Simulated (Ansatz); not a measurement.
Gas-phase reaction in SMILES: CNB(C)C → [CH2]B(C)NC + H atom (the C-H bond at the site shown breaks; other sites are not compared here)
Each molecule is optimised on its own at B3LYP-D3(BJ)/def2-TZVP (Ansatz, a program for electronic structure), one conformer each, not searched for the lowest.

Wanted: bond dissociation energy (electronic energy difference), in kcal/mol. Correlated levels leave the core frozen unless marked. Open shells are spin-unrestricted. Spin-orbit coupling is left out. No relativistic terms. CBS(X,Y): correlation extrapolated as X^-3; Hartree-Fock from the larger set.

```json
[
 {"level": "PBE-D3(BJ)/def2-TZVPD", "program": "Ansatz + dftd3", "bond dissociation energy (kcal/mol)": "100.0"},
 {"level": "revPBE-D3(BJ)/def2-TZVPD", "program": "Ansatz + dftd3", "bond dissociation energy (kcal/mol)": "98.4"},
 {"level": "r2SCAN-D3(BJ)/def2-TZVPD", "program": "Ansatz + dftd3", "bond dissociation energy (kcal/mol)": "98.7"},
 {"level": "B97M-V/def2-TZVPD", "program": "Ansatz", "bond dissociation energy (kcal/mol)": "101.5"},
 {"level": "PBE0/6-31G*", "program": "Ansatz", "bond dissociation energy (kcal/mol)": "101.1"},
 {"level": "PBE0-D4/def2-TZVP", "program": "Ansatz + dftd4", "bond dissociation energy (kcal/mol)": "100.3"},
 {"level": "BHLYP-D3(BJ)/def2-TZVPD", "program": "Ansatz + dftd3", "bond dissociation energy (kcal/mol)": "100.4"},
 {"level": "BHLYP-D4/def2-TZVPD", "program": "Ansatz + dftd4", "bond dissociation energy (kcal/mol)": "100.3"},
 {"level": "r2SCAN0-D4/def2-TZVPD", "program": "Ansatz + dftd4", "bond dissociation energy (kcal/mol)": "99.0"},
 {"level": "HSE06-D3(BJ)/def2-TZVPD", "program": "Ansatz + dftd3", "bond dissociation energy (kcal/mol)": "100.3"},
 {"level": "HSE06/def2-TZVPD", "program": "Ansatz", "bond dissociation energy (kcal/mol)": "100.0"},
 {"level": "B2GP-PLYP-D4/def2-TZVPD", "program": "Ansatz + dftd4", "bond dissociation energy (kcal/mol)": "101.5"},
 {"level": "B2GP-PLYP/def2-TZVPD", "program": "Ansatz", "bond dissociation energy (kcal/mol)": "101.3"},
 {"level": "B2PLYP-D4/def2-TZVPD", "program": "Ansatz + dftd4", "bond dissociation energy (kcal/mol)": "…"},
 {"level": "SCS-MP2/STO-3G", "program": "Ansatz", "bond dissociation energy (kcal/mol)": "118.3"},
 {"level": "CCSD/6-31G", "program": "Ansatz", "bond dissociation energy (kcal/mol)": "…"},
 {"level": "CCSD(T)/CBS(cc-pVTZ,cc-pVQZ)", "program": "Ansatz", "bond dissociation energy (kcal/mol)": "104.1"}
]
```

**Question.** Some entries are withheld; supply them.

**Answer.** 
- B2PLYP-D4/def2-TZVPD, bond dissociation energy (kcal/mol): 101.4
- CCSD/6-31G, bond dissociation energy (kcal/mol): 92.7
